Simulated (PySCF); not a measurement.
Gas-phase reaction: SnH2 + CH4 + C3H6 (propylene) ⇌ Sn(CH3)4

Computed with PySCF and rigid-rotor harmonic-oscillator thermochemistry at 1 bar. † marks an energy on the PBE0/def2-TZVP geometry and frequencies. MP2 freezes the core. All species are closed-shell singlets. Sn: scalar-relativistic def2 core potential, no spin-orbit coupling. SnH2: computed as isolated molecules; such fragments, hydroxides, amides, oligomers or adducts are transient or little studied in the gas. MP2 isn't extrapolated to the basis-set limit.

| level | ΔH°(298 K), kJ |
|---|---|
| BLYP/def2-TZVP† | ___ |
| HF/def2-TZVP† | -127 |
| M06-2X/def2-TZVP† | ___ |
| MP2/def2-SVP† | -192 |
| ωB97M-V/def2-TZVP† | -199 |

Question: Fill in the missing entries.

Answer: 
- BLYP/def2-TZVP†, ΔH°(298 K), kJ: -119
- M06-2X/def2-TZVP†, ΔH°(298 K), kJ: -212
